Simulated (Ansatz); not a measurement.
**Question.** Name a neutral molecule of Br, C, In, N and H with LUMO energy (PBE0/def2-TZVPP) between -1.25 and -0.95 eV and HOMO–LUMO gap (ωB97M-V/def2-TZVPP) between 10.00 and 10.30 eV (Ansatz, PBE0-D4/def2-TZVP geometry).

**Answer.** `[CH3][In]([NH2])[Br]` (-0.98 eV, 10.16 eV). Other molecules can fit too; these were computed, each in one conformer that needn't be the lowest.
